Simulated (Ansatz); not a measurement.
Ansatz (a program for electronic structure) input (RI-MP2/aug-cc-pVTZ):
A basis named .json is the Basis Set Exchange file of that set.

Ansatz 0.2 input:
```yaml
crystal:
  periodic: [false, false, false]
  atoms:
    - {symbol: Ge, position_ang: [-0.00000000, -0.00000000, -0.38851526]}
    - {symbol: F, position_ang: [0.00000000, 0.00000000, 1.38138759]}
basis:
  gaussian:
    orbitals: aug-cc-pVTZ
    fitting: {mean_field: def2-universal-jkfit, correlation: aug-cc-pVTZ-RIFIT.json}
total_charge: -1
magnetization: {spin_polarized: true, initial_magnetization: 2}
correlation: {method: mp2, electrons: outside_noble_gas}
```

Output:

```
Functional definition: HF
integrals: 0.03 GiB planned
343 factors; integrals over basis functions are off by at most 8.9e-1 eV
297 factors; integrals over basis functions are off by at most 1.3e2 eV
mean field: 0.22 GiB planned
mean field evaluation 1: about -59177.4770 eV, gradient 3.1e1 eV
mean field evaluation 2: about -59180.3632 eV, gradient 2.8e1 eV
mean field evaluation 4: about -59182.4127 eV, gradient 1.8e0 eV
mean field evaluation 8: about -59182.4946 eV, gradient 2.5e-4 eV
mean field -59182.49464141 eV, -2174.9165627362 hartree, gradient 2.6e-6 eV, S^2 2.025761; 0 other end points of the search recorded, 0 dependent functions left out
15 core orbitals not correlated
reference -59182.49464141 eV, -2174.9165627362 hartree; 7, 5 occupied and 83, 85 virtual orbitals, 297 factors
second order -9.40731516 eV of doubles, -0.00000000 eV of singles
Total energy: -59191.90195657 eV, -2175.2622751916 hartree
```

This state (charge -1, triplet) is run at the relaxed geometry of the species with charge 0 and multiplicity 2.
